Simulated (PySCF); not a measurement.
PBE0 on B⁻ (boron, charge -1), [He] 2s2 2p2, high-spin 3P determinant. Computed with PySCF 2.14 in dyall-av2z, with the non-relativistic Hamiltonian (point nucleus).

```
cycle= 1 E= -24.6367342248311  delta_E= -0.00374  |g|= 0.00797  |ddm|= 0.119
cycle= 2 E= -24.6368093710887  delta_E= -7.51e-05  |g|= 0.00331  |ddm|= 0.03
cycle= 3 E= -24.6368099147353  delta_E= -5.44e-07  |g|= 0.00325  |ddm|= 0.0116
cycle= 4 E= -24.6368249846163  delta_E= -1.51e-05  |g|= 9.31e-05  |ddm|= 0.00781
cycle= 5 E= -24.636825002044  delta_E= -1.74e-08  |g|= 5.99e-06  |ddm|= 0.000466
cycle= 6 E= -24.6368250021336  delta_E= -8.96e-11  |g|= 1.54e-06  |ddm|= 2.99e-05
converged SCF energy = -24.6368250021336  <S^2> = 2.0033713  2S+1 = 3.0022467
```

Highest occupied orbital energy: 1.136 eV; ⟨L²⟩ = 2.01; populations by l: s 4.00, p 2.00, d 0.00.

Q: Can this result be used?

A: With care. The calculation finished and met its thresholds. At PBE0 the highest occupied level has a positive energy, so only the finite basis holds that electron; in a semilocal or global hybrid functional this comes from self-interaction and does not mean that the real anion is unbound.
